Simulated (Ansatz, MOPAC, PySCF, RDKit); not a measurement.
Noncovalent pair: C2H4 (SMILES C=C) (first 6 atoms) with CH4O (SMILES CO); geometry from B3LYP-D3(BJ)/def2-TZVP, rigid monomers moved along the line of their centres of mass till C1···H12 is 2.80 Å.
(charge 0, multiplicity 1):
```xyz
12

C      0.702     0.208     0.024
C     -0.606     0.027    -0.101
H      1.166     1.167    -0.174
H      1.361    -0.596     0.327
H     -1.069    -0.933     0.095
H     -1.266     0.830    -0.406
C     -0.240    -0.603     4.063
O     -0.372     0.718     3.566
H     -1.016    -1.272     3.673
H     -0.346    -0.552     5.146
H      0.741    -1.036     3.835
H     -0.280     0.688     2.605
```

Monomers are frozen at their geometry in the pair; levels with a basis set take the counterpoise correction. Rows marked so take none. RDKit's UFF carries no charges.

Frozen-core correlation. Rows in 6-31G*, STO-3G carry no dispersion term and start afresh at each structure (6-31G* with six Cartesian d functions). The state that AM1 reach isn't checked.

Programs: Ansatz (a program for electronic structure); MOPAC for AM1 (differences of heats of formation); PySCF for 6-31G* rows, STO-3G rows, the dispersion terms; RDKit for the force fields. Each number belongs to the level named beside it.

```tsv
level	interaction energy (kcal/mol)
UFF	-0.58
AM1	-0.43
HF/STO-3G (no counterpoise)	-0.69
HF/6-31G*	-1.45
PBE/def2-TZVPPD	-2.07
B3LYP/6-31G*	-1.80
B3LYP/6-31G* (no counterpoise)	-2.68
PBE0-D3(BJ)/def2-TZVPPD	___
CCSD(T)/aug-cc-pVDZ	___
```

Q: What belongs in the gaps?

A: 
- PBE0-D3(BJ)/def2-TZVPPD, interaction energy (kcal/mol): -2.83
- CCSD(T)/aug-cc-pVDZ, interaction energy (kcal/mol): -2.18
